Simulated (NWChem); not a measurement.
## Tetragonal strain in MgS (rocksalt structure): the shear constant

Everything below was run with NWChem. Level: LDA (Vosko), Troullier-Martins pseudopotentials (valence charges S 6, Mg 2), cutoff 25 Ha, shifted 4×4×4 mesh, two-atom cell, no spin-orbit coupling. The cubic cell (a = 5.106 Å, near this level's equilibrium) is stretched by 1 + δ along x and y and by (1 + δ)^−2 along z, at constant volume; symmetry keeps the atoms on their sites.

```csv
δ,E − E(0) (meV/cell)
-0.020,29.56
-0.010,?
-0.005,1.90
0.000,0.00
0.005,1.51
0.010,7.75
0.020,32.11
```

Problem. The cell volume is 33.28 Å³. To second order E − E(0) = 3V(C₁₁ − C₁₂)δ². Fit Aδ² + Bδ³, give C₁₁ − C₁₂, and predict the withheld row.

Solution. A ≈ 77 eV and B ≈ 160 eV, with a largest residual of 0.44 meV, so C₁₁ − C₁₂ = A/(3V) ≈ 120 GPa. The fit predicts 7.54 meV at δ = -0.010; the run gave 7.59.
